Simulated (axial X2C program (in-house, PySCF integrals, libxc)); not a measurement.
**Bond lengths and stretching modes, held linear, of SGeS²⁺**

Computed with an axial X2C code built on PySCF integrals: two-component X2C with atomic mean-field Coulomb and Gaunt terms, Gaussian nuclei, basis S dyall-av3z, Ge dyall-v3z with contracted cores. Spin-free rows use the one-electron spin-free X2C Hamiltonian.

Masses S 31.972, Ge 73.921, S 31.972 u. States: 2c Ω = 1 (beyond evenly filled blocks: ω = -1/2, ω = 3/2); spin-free M_S = 1, Λ = 0 (beyond evenly filled blocks: π+α, π-α).

HF, spin-free: energies above the lowest point

| r(S–Ge) (Å) | r(Ge–S) (Å) | E (meV) |
| --- | --- | --- |
| 2.0212 | 2.0212 | 77.67 |
| 2.0212 | 2.0730 | 27.72 |
| 2.0212 | 2.1248 | 13.38 |
| 2.0730 | 2.0212 | 27.72 |
| 2.0730 | 2.0730 | 0.00 |
| 2.0730 | 2.1248 | 6.70 |
| 2.0730 | 2.1766 | 38.26 |
| 2.1248 | 2.0212 | 13.38 |
| 2.1248 | 2.0730 | 6.70 |
| 2.1248 | 2.1248 | 33.69 |
| 2.1766 | 2.0730 | 38.26 |
| 2.1766 | 2.1766 | 153.84 |

Task: Fit a quadratic surface with cubic terms in each bond: where is the minimum, and what are the two stretching wavenumbers?

Result: At HF, spin-free: bonds 2.082 and 2.082 Å; harmonic stretches 267.6 and 407.8 cm⁻¹; force constants 1.93, 1.93 and coupling 1.20 mdyn/Å.

The other levels and Hamiltonians give:

```csv
Hamiltonian,level,r(S–Ge) (Å),r(Ge–S) (Å),lower stretch (cm⁻¹),upper stretch (cm⁻¹)
2c,PBE0,2.071,2.071,402.4,403.3
2c,B3LYP,2.093,2.093,384.2,395.1
spin-free,PBE0,2.071,2.071,403.1,403.6
spin-free,B3LYP,2.093,2.093,384.5,395.4
```

Each state is one determinant, the lowest of a limited PBE0 search; the stretches come from a fit to these few points and carry an uncertainty of a few per cent. Other orders of the atoms were not compared. Left out for rough or failed fits: HF 2c, MP2 2c, MP2 spin-free. The levels spread by more than a fifth, so the stretches depend strongly on the method. A multiply charged ion may be only metastable. The molecule was held linear; bending was not examined, so a bent shape may lie lower. Open-shell Ω = 0 determinants with evenly filled partner blocks cannot be reached by this program, so the Ω shown need not be the lowest component. Note: several unpaired electrons, one determinant need not be a pure state.
